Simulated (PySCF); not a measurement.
Al(H)(OH)(NH2) (AlH4NO), SMILES [NH2][AlH][OH]. Atoms are numbered in the order given.

```xyz
7

Al    -0.4671    -0.0493     0.0000
H     -2.0424    -0.1222     0.0000
O      0.5195    -1.4401     0.0000
H      0.1624    -2.3305     0.0000
N      0.3625     1.5104     0.0000
H      1.3640     1.6378     0.0000
H     -0.1050     2.4048     0.0000
```
Charge 0, spin multiplicity 1.

Coordinates come from a TPSSh-D3(BJ)/def2-TZVP optimisation. The values are those of a single conformer.

Calculation: PySCF with PBE0/pcJ-1.

Isotropic couplings with Fermi-contact, spin-dipole and both spin-orbit terms, one fixed conformer, no vibrational averaging. Isotopes: 14N, 1H.

### Question
Estimate the spin–spin coupling constants. (Estimate from the structure and the level; the computed values follow.)

### Answer

```
pair   bonds apart  J (Hz)
-----  -----------  ------
N5–H6            1    53.7
N5–H7            1    53.5
H2–N5            2    12.2
H6–H7            2    -8.7
H2–H4            3    -1.8
H2–H6            3     6.4
H2–H7            3    -1.0
H4–N5            3     1.5
H4–H6            4    -0.5
H4–H7            4     1.0
```
